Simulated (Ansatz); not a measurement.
Cost and result for the atomization energy of H$_{4}$NO$_{2}$Si, SMILES `N[Si](O)O` radical (8 atoms, 7 bonds).

The species carries charge 0 and has multiplicity 2. Geometry: relaxed with PBE0-D4/def2-TZVP. It is one conformer, not always the lowest. Program: Ansatz. Hardware: A = 2 threads of an AMD EPYC 7R13 on a shared host; B = 2 threads of an AMD EPYC 7R13 on a shared host and a share of an NVIDIA H100 80 GB. Times are those of one run each, without the atoms' runs, and a repeat can differ threefold. Electronic energies, without spin–orbit coupling; frozen cores. CCSD(T)/CBS extrapolates def2-TZVPP and def2-QZVPP, and its time is that of the two runs behind it. T1 = 0.014; ⟨S²⟩ of the reference is 0.75. B3LYP takes the VWN-RPA correlation (the form of Gaussian; ORCA's B3LYP/G).

CCSD(T)/CBS is a level of theory with its own doubt, some kJ/mol a heavy atom from the limit and from the frozen cores, so smaller differences don't rank the functionals.

```json
{"level": "PBE-D4/def2-TZVPP (with forces) [A]", "functions": "191", "wall time": "3.6 s", "atomization (kcal/mol)": "721.1", "difference from CCSD(T)/CBS": "10.7", "per bond": "1.5"}
{"level": "PBE0-D4/def2-TZVPP [A]", "functions": "191", "wall time": "4.1 s", "atomization (kcal/mol)": "700.1", "difference from CCSD(T)/CBS": "-10.3", "per bond": "-1.5"}
{"level": "B3LYP-D4/def2-TZVPP (with forces) [A]", "functions": "191", "wall time": "5.5 s", "atomization (kcal/mol)": "706.2", "difference from CCSD(T)/CBS": "-4.2", "per bond": "-0.6"}
{"level": "B2PLYP/def2-TZVPP [A]", "functions": "191", "wall time": "6.5 s", "atomization (kcal/mol)": "699.5", "difference from CCSD(T)/CBS": "-10.9", "per bond": "-1.6"}
{"level": "r2SCAN-D4/def2-TZVPP (with forces) [A]", "functions": "191", "wall time": "7 s", "atomization (kcal/mol)": "708.5", "difference from CCSD(T)/CBS": "-1.9", "per bond": "-0.3"}
{"level": "ωB97X-V/def2-TZVPP [A]", "functions": "191", "wall time": "11 s", "atomization (kcal/mol)": "707.9", "difference from CCSD(T)/CBS": "-2.5", "per bond": "-0.4"}
{"level": "ωB97M-V/def2-TZVPP (with forces) [A]", "functions": "191", "wall time": "14 s", "atomization (kcal/mol)": "708.4", "difference from CCSD(T)/CBS": "-2.0", "per bond": "-0.3"}
{"level": "CCSD(T)/def2-TZVPP [B]", "functions": "191", "wall time": "20 s", "atomization (kcal/mol)": "683.7", "difference from CCSD(T)/CBS": "-26.7", "per bond": "-3.8"}
{"level": "CCSD(T)/def2-QZVPP [B]", "functions": "361", "wall time": "38 s", "atomization (kcal/mol)": "700.0", "difference from CCSD(T)/CBS": "-10.4", "per bond": "-1.5"}
{"level": "CCSD(T)/CBS(def2)", "functions": "–", "wall time": "58 s", "atomization (kcal/mol)": "710.4", "difference from CCSD(T)/CBS": "0.0", "per bond": "0.0"}
```

The D4 term adds +5.3 kcal/mol with B3LYP and +2.7 kcal/mol with PBE0; it sums over pairs of atoms, weighted by their polarisabilities, and B3LYP, whose exchange is more repulsive, gets the larger term. In def2-TZVPP, CCSD(T) changes the Hartree–Fock value by +206.3 kcal/mol (the triples alone add +12.0 kcal/mol) and MP2 by +226.2 kcal/mol; breaking electron pairs costs correlation energy, which Hartree–Fock lacks. From PBE to PBE0 (25 % exact exchange), in def2-TZVPP and without D4, the atomization energy moves by −20.5 kcal/mol: exact exchange takes away binding that semilocal exchange gives to molecules.
